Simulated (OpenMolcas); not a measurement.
# Ar4+: effect of the active space

```yaml
Program: OpenMolcas 26.06
Method: XMS-CASPT2 or its RAS form, IPEA 0.25 Eh, imaginary shift 0.1 Eh
Basis: ANO-RCC-VTZP
Scalar_Hamiltonian: DKH2, point nucleus
Spin-orbit_coupling: state interaction with AMFI integrals over the reference wave functions, term energies averaged over their components
```

A. 2 electrons in 3 orbitals (3p); 2S+1 = 3 even, 3 roots; 2S+1 = 1 even, 6 roots; closed shells correlated: 2s 2p 3s; CASPT2 step about 0.6 core-seconds
B. 4 electrons in 9 orbitals (RAS2 3s 3p; RAS3 3d, at most 2 electrons); 2S+1 = 3 even, 6 roots; 2S+1 = 1 even, 12 roots; 2S+1 = 5 odd, 1 root; 2S+1 = 3 odd, 9 roots; 2S+1 = 1 odd, 8 roots; closed shells correlated: 2s 2p; CASPT2 step roughly 26 core-seconds

Energies in cm⁻¹ above 3s² 3p² ³P₀, the measured ground level; measured values from Saloman, J. Phys. Chem. Ref. Data 39, 033101 (2010).

| Level | A | B | Measured |
| --- | --- | --- | --- |
| 3s² 3p² ³P₀ | 0.0 | 0.0 | 0.0 |
| 3s² 3p² ³P₁ | 710 | 682 | 763 |
| 3s² 3p² ³P₂ | 1917 | 1844 | 2029 |
| 3s² 3p² ¹D₂ | 16450 | 16660 | 16299 |
| 3s² 3p² ¹S₀ | 39410 | 38950 | 37912 |

Deviations, from unrounded energies. A percentage is the sum of absolute deviations over the sum of measured energies, with the sign that they share, or ± where signs differ.

```
                        Against measurement  Levels     A     B
             mean absolute deviation (cm-1)       4   450   420
      fine structure of the ground term (%)       2  -5.9  -9.5
other terms of the ground configuration (%)       2  +3.0  +2.6
```

B lies closest to measurement on these levels. The largest miss of B in the table is 3s² 3p² ¹S₀, by +1000 cm-1. The ranking rests on the paired levels alone, and a cruder setting can come out closer through cancelling errors.

The two smallest mean deviations differ by little beside CASPT2's spread within terms, so their order carries little weight.

Between A and B the level of the table that moves most is 3s² 3p² ¹S₀, by 450 cm-1 (lowest in B, highest in A). Moves below CASPT2's spread within the term are not significant.

CASPT2 breaks the degeneracy within a term, and the mean is taken; among the terms shown or strongly mixed into the levels shown the widest spread is 550 cm-1 (3s² 3p² ¹D, A). With the s shell closed, the reference lacks s² → p² mixing (holds for A). Active for correlation alone: 3d; no level in the range computed is led by a configuration that fills it, so any true level of that kind is missing (holds for B). Measured partners are found by configuration, term and J. A level has none where our copy of the source lacks it or the pairing is in doubt (some pairs that miss far off the trend of their configuration count as doubtful), and it then counts in no deviation. Only configurations of the active space appear. Levels that lie high or do not pair safely by name in every column are left out.
